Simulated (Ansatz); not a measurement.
`O[SiH2]C#[C][GeH3]`, 11 atoms. Total charge 0; spin multiplicity 1. Correlated methods include outer-core shells of Ge, which these sets cover unevenly. Scalar relativity is left out up to krypton. All runs use 4 threads of an Intel Xeon on a shared host. Correlated methods freeze the cores.

Question: How many basis functions does each run have, and how long does it take in Ansatz? RKS B3LYP-D4/def2-TZVPP energy and forces; RHF-CCSD(T)/def2-SVP energy; RKS PBE0-D4/def2-TZVP relaxation (9 steps); direct RPA on PBE orbitals/def2-TZVPP energy; RKS ωB97M-V/def2-TZVPP energy and forces; RHF-MP2/def2-QZVPP energy; RKS ωB97M-V/def2-QZVPP energy; RKS BLYP-D4/def2-TZVPP energy; RHF-CCSD(T)/def2-TZVPP energy; RKS PBE0-D4/def2-QZVPP energy; RKS PBE0-D4/def2-TZVP frequencies; RKS PBE0-D4/def2-SVP energy. (An estimate is asked.)

Answer: The calculation gave: Other jobs shared the machine, so times are rough.

```tsv
level	job	functions	wall time	peak host memory (GiB)
RKS PBE0-D4/def2-SVP	energy	122	1.2 s	0.29
RKS BLYP-D4/def2-TZVPP	energy	267	1.8 s	0.38
direct RPA on PBE orbitals/def2-TZVPP	energy	267	4.3 s	0.66
RKS B3LYP-D4/def2-TZVPP	energy and forces	267	4.5 s	0.84
RHF-CCSD(T)/def2-SVP	energy	122	7 s	0.7
RKS PBE0-D4/def2-QZVPP	energy	510	8 s	2.1
RKS ωB97M-V/def2-TZVPP	energy and forces	267	9.5 s	1.1
RKS ωB97M-V/def2-QZVPP	energy	510	18 s	2.5
RHF-MP2/def2-QZVPP	energy	510	21 s	3.1
RKS PBE0-D4/def2-TZVP	relaxation (9 steps)	214	30 s	0.68
RKS PBE0-D4/def2-TZVP	frequencies	214	2.4 min	0.7
RHF-CCSD(T)/def2-TZVPP	energy	267	2.5 min	6.7
```

B3LYP here is the variant with VWN-RPA as its local correlation; programs differ in this.
